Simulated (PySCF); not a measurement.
B(I)2(OMe) (CH₃BI₂O), SMILES IB(I)OC. Atoms are numbered in the order given.

```xyz
8

B     -0.6504     0.0120     0.0000
I      0.2113     1.9764     0.0000
I      0.6279    -1.7321     0.0000
O     -1.9762    -0.0810     0.0000
C     -2.7550    -1.2734     0.0000
H     -2.5383    -1.8740     0.8964
H     -3.8101    -0.9719     0.0000
H     -2.5383    -1.8740    -0.8964
```

Geometry optimised at r2SCAN-D4/def2-SVP. The def2 effective core potentials stand for the cores of I; spin–orbit coupling is left out. The values are those of a single conformer.

All values below come from PySCF with ωB97X/def2-TZVP.

ESP charges are fitted to the potential on shells at 1.4 to 2.0 van der Waals radii. Atomic charges (e):

```csv
atom,Mulliken,Löwdin,ESP fit
B1,-0.08,-1.34,0.13
I2,0.06,0.47,-0.08
I3,0.02,0.45,-0.08
O4,-0.22,0.35,-0.15
C5,-0.20,-0.29,-0.20
H6,0.14,0.12,0.12
H7,0.14,0.12,0.14
H8,0.14,0.12,0.12
```

Q: Give the Mayer and Wiberg (Löwdin basis) orders of the bonds. (Estimate from the structure and the level; the computed values follow.)

A: 
```tsv
bond	Mayer	Wiberg
B1–I2	1.27	1.89
B1–I3	1.23	1.84
B1–O4	1.48	2.02
O4–C5	0.86	1.34
C5–H6	0.97	0.93
C5–H7	0.97	0.94
C5–H8	0.97	0.93
```
